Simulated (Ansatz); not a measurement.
CH4BrClSi, SMILES `ClC[SiH2]Br`, relaxed with RKS PBE-D4/def2-SVP in the Gaussian-basis code of Ansatz from a rough embedded geometry. The force threshold is 0.03 eV/Å; the program also tests the step.

Total charge 0; spin multiplicity 1.

Start:

```xyz
8

Cl   -0.616    2.066    0.438
C    -0.460    0.647   -0.593
Si    0.456   -0.632    0.309
Br   -0.649   -1.460    1.984
H    -1.455    0.289   -0.891
H     0.068    0.967   -1.515
H     0.843   -1.767   -0.582
H     1.814   -0.110    0.849
```

Problem. By how much does the energy fall, and how many steps does the optimiser take? (Estimate.)

Solution. Ansatz gave: 0.19 eV, in 4 steps.

Problem. Which bonds change most? (Best estimate.)

Solution. Ansatz gave: C2–Si3 from 1.814 to 1.899 Å; Si3–Br4 from 2.171 to 2.237 Å; Si3–H8 from 1.552 to 1.498 Å; Cl1–C2 from 1.761 to 1.801 Å.

Problem. Give the relaxed structure. (Best estimate.)

Solution. The calculation gave: 
```xyz
8

Cl   -0.712    2.098    0.461
C    -0.449    0.665   -0.598
Si    0.536   -0.676    0.315
Br   -0.662   -1.436    2.044
H    -1.438    0.283   -0.921
H     0.105    0.995   -1.502
H     0.794   -1.820   -0.626
H     1.825   -0.108    0.827
```
